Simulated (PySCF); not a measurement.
Input file for PySCF: U-TPSSh/def2-TZVPP on F4Re (SMILES [F][Re]([F])([F])[F]), 2S+1 = 2, a spin state set in the input, which need not be the lowest. Elements past Kr take the def2 small-core potentials; no spin–orbit coupling.

```python
from pyscf import gto, dft

mol = gto.M(
    atom='''
    Re   -0.01074445    0.00596044   -0.01143330
    F     0.92936895   -0.67030505   -1.44242417
    F    -0.95093294    0.68218172    1.41951202
    F     0.04877436    1.72197538   -0.67496791
    F    -0.07023708   -1.71006593    0.65209915
    ''',
    basis='def2-tzvpp',
    ecp={'Re': 'def2-tzvpp'},
    charge=0, spin=1, verbose=4, max_memory=1800)
mf = dft.UKS(mol, xc='tpssh').density_fit(auxbasis='def2-universal-jkfit')
mf.grids.level = 4
mf.conv_tol = 1e-9
mf.max_cycle = 150
mf.kernel()
mf.dip_moment()
```

Program output:

```
PySCF version 2.14.0

[INPUT] verbose = 4
[INPUT] num. atoms = 5
[INPUT] num. electrons = 51
[INPUT] charge = 0
[INPUT] spin (= nelec alpha-beta = 2S) = 1
[INPUT] symmetry False subgroup None
[INPUT] Mole.unit = angstrom
[INPUT] Symbol           X                Y                Z      unit          X                Y                Z       unit  Magmom
[INPUT]  1 Re    -0.010744450000   0.005960440000  -0.011433300000 AA   -0.020304067859   0.011263599182  -0.021605805700 Bohr   0.0
[INPUT]  2 F      0.929368950000  -0.670305050000  -1.442424170000 AA    1.756252784175  -1.266692964413  -2.725786636753 Bohr   0.0
[INPUT]  3 F     -0.950932940000   0.682181720000   1.419512020000 AA   -1.797002819427   1.289136617985   2.682488948328 Bohr   0.0
[INPUT]  4 F      0.048774360000   1.721975380000  -0.674967910000 AA    0.092170182301   3.254061861444  -1.275504492770 Bohr   0.0
[INPUT]  5 F     -0.070237080000  -1.710065930000   0.652099150000 AA   -0.132728844989  -3.231556262650   1.232288799562 Bohr   0.0

nuclear repulsion = 244.426213745264
number of shells = 60
number of NR pGTOs = 266
number of NR cGTOs = 180
basis = def2-tzvpp
ecp = {'Re': 'def2-tzvpp'}


******** <class 'pyscf.df.df_jk.DFUKS'> ********
method = DFUKS
initial guess = minao
damping factor = 0
level_shift factor = 0
DIIS = <class 'pyscf.scf.diis.CDIIS'>
diis_start_cycle = 1
diis_space = 8
diis_damp = 0
SCF conv_tol = 1e-09
SCF conv_tol_grad = None
SCF max_cycles = 150
direct_scf = False
number electrons alpha = 26  beta = 25
XC library pyscf.dft.libxc version 7.1.2
    S. Lehtola, C. Steigemann, M. J. T. Oliveira, and M. A. L. Marques,  SoftwareX 7, 1–5 (2018)
XC functionals = tpssh
    V. N. Staroverov, G. E. Scuseria, J. Tao, and J. P. Perdew,  J. Chem. Phys. 119, 12129 (2003)
radial grids:
    Treutler-Ahlrichs [JCP 102, 346 (1995); DOI:10.1063/1.469408] (M4) radial grids

becke partition: Becke, JCP 88, 2547 (1988); DOI:10.1063/1.454033
pruning grids: <function nwchem_prune>
grids dens level: 4
symmetrized grids: False
atomic radii adjust function: <function treutler_atomic_radii_adjust>
small_rho_cutoff = 0
Set gradient conv threshold to 3.16228e-05
tot grids = 150376
******** <class 'pyscf.df.df.DF'> ********
auxbasis = def2-universal-jkfit
init E= -457.356183415725
  alpha nocc = 26  HOMO = -0.312365502084892  LUMO = -0.310086833741868
  beta  nocc = 25  HOMO = -0.344747903317099  LUMO = -0.312365502084893

WARN: HOMO -0.312365502084892 >= LUMO -0.312365502084893

cycle= 1 E= -477.450488989382  delta_E= -20.1  |g|= 1.15  |ddm|= 6.94
  alpha nocc = 26  HOMO = -0.265320328738329  LUMO = -0.245208505405987
  beta  nocc = 25  HOMO = -0.266015886666779  LUMO = -0.24643610610691
  HOMO = -0.265320328738  LUMO = -0.246436106107  gap/eV = 0.51387
cycle= 2 E= -472.035409399847  delta_E= 5.42  |g|= 4.01  |ddm|= 2.77
  alpha nocc = 26  HOMO = -0.220468511336911  LUMO = -0.14301993663763
  beta  nocc = 25  HOMO = -0.235673805869357  LUMO = -0.156159438173086
  HOMO = -0.220468511337  LUMO = -0.156159438173  gap/eV = 1.74994
cycle= 3 E= -477.912233611084  delta_E= -5.88  |g|= 0.195  |ddm|= 2.29
  alpha nocc = 26  HOMO = -0.292037201677052  LUMO = -0.206067158143353
  beta  nocc = 25  HOMO = -0.296710691264941  LUMO = -0.220043780162752
  HOMO = -0.292037201677  LUMO = -0.220043780163  gap/eV = 1.95904
cycle= 4 E= -477.918154050359  delta_E= -0.00592  |g|= 0.127  |ddm|= 0.284
  alpha nocc = 26  HOMO = -0.265392265197035  LUMO = -0.175178340050692
  beta  nocc = 25  HOMO = -0.272721506436756  LUMO = -0.190181043990223
  HOMO = -0.265392265197  LUMO = -0.19018104399  gap/eV = 2.04660
cycle= 5 E= -477.92510735735  delta_E= -0.00695  |g|= 0.0271  |ddm|= 0.112
  alpha nocc = 26  HOMO = -0.264954403971298  LUMO = -0.174345956461233
  beta  nocc = 25  HOMO = -0.271990141713129  LUMO = -0.189544251119621
  HOMO = -0.264954403971  LUMO = -0.18954425112  gap/eV = 2.05201
cycle= 6 E= -477.925313222328  delta_E= -0.000206  |g|= 0.0181  |ddm|= 0.026
  alpha nocc = 26  HOMO = -0.265158999939763  LUMO = -0.173807617980162
  beta  nocc = 25  HOMO = -0.271811034024392  LUMO = -0.189471526089196
  HOMO = -0.26515899994  LUMO = -0.189471526089  gap/eV = 2.05956
cycle= 7 E= -477.925500391349  delta_E= -0.000187  |g|= 0.00382  |ddm|= 0.0267
  alpha nocc = 26  HOMO = -0.26561506353278  LUMO = -0.173374671197069
  beta  nocc = 25  HOMO = -0.272441998786579  LUMO = -0.189814817456137
  HOMO = -0.265615063533  LUMO = -0.189814817456  gap/eV = 2.06263
cycle= 8 E= -477.925549909095  delta_E= -4.95e-05  |g|= 0.00245  |ddm|= 0.0206
  alpha nocc = 26  HOMO = -0.266054929574685  LUMO = -0.172782673366961
  beta  nocc = 25  HOMO = -0.273351689794307  LUMO = -0.190528308967112
  HOMO = -0.266054929575  LUMO = -0.190528308967  gap/eV = 2.05518
cycle= 9 E= -477.925584935001  delta_E= -3.5e-05  |g|= 0.000788  |ddm|= 0.0329
  alpha nocc = 26  HOMO = -0.266019988508482  LUMO = -0.172666875302072
  beta  nocc = 25  HOMO = -0.273342878668078  LUMO = -0.190551094500774
  HOMO = -0.266019988508  LUMO = -0.190551094501  gap/eV = 2.05361
cycle= 10 E= -477.925585607501  delta_E= -6.73e-07  |g|= 0.000225  |ddm|= 0.00393
  alpha nocc = 26  HOMO = -0.266004299793401  LUMO = -0.172674672689567
  beta  nocc = 25  HOMO = -0.273330061048625  LUMO = -0.19056368888527
  HOMO = -0.266004299793  LUMO = -0.190563688885  gap/eV = 2.05284
cycle= 11 E= -477.925585607186  delta_E= 3.15e-10  |g|= 0.000309  |ddm|= 0.000338
  alpha nocc = 26  HOMO = -0.265997887270842  LUMO = -0.172684965613761
  beta  nocc = 25  HOMO = -0.273328719571253  LUMO = -0.190580859343956
  HOMO = -0.265997887271  LUMO = -0.190580859344  gap/eV = 2.05220
cycle= 12 E= -477.925585645313  delta_E= -3.81e-08  |g|= 4.11e-05  |ddm|= 0.000264
  alpha nocc = 26  HOMO = -0.265994619144533  LUMO = -0.172690564955776
  beta  nocc = 25  HOMO = -0.273321598554165  LUMO = -0.190582049162199
  HOMO = -0.265994619145  LUMO = -0.190582049162  gap/eV = 2.05208
cycle= 13 E= -477.92558564677  delta_E= -1.46e-09  |g|= 1.78e-05  |ddm|= 9.12e-05
  alpha nocc = 26  HOMO = -0.265994018081109  LUMO = -0.172689110657837
  beta  nocc = 25  HOMO = -0.273321566916355  LUMO = -0.190583750783554
  HOMO = -0.265994018081  LUMO = -0.190583750784  gap/eV = 2.05202
cycle= 14 E= -477.925585647526  delta_E= -7.55e-10  |g|= 2.52e-05  |ddm|= 0.000109
  alpha nocc = 26  HOMO = -0.265994837049743  LUMO = -0.172689768074804
  beta  nocc = 25  HOMO = -0.273322622294721  LUMO = -0.1905847941263
  HOMO = -0.26599483705  LUMO = -0.190584794126  gap/eV = 2.05201
Extra cycle  E= -477.925585646992  delta_E= 5.34e-10  |g|= 6.32e-05  |ddm|= 7.39e-05
converged SCF energy = -477.925585646992  <S^2> = 0.82503846  2S+1 = 2.0736812
Dipole moment(X, Y, Z, Debye):  0.00008, -0.00029,  0.00003
```

The calculation finished and met its thresholds.

Cost: very roughly 60 core-seconds.
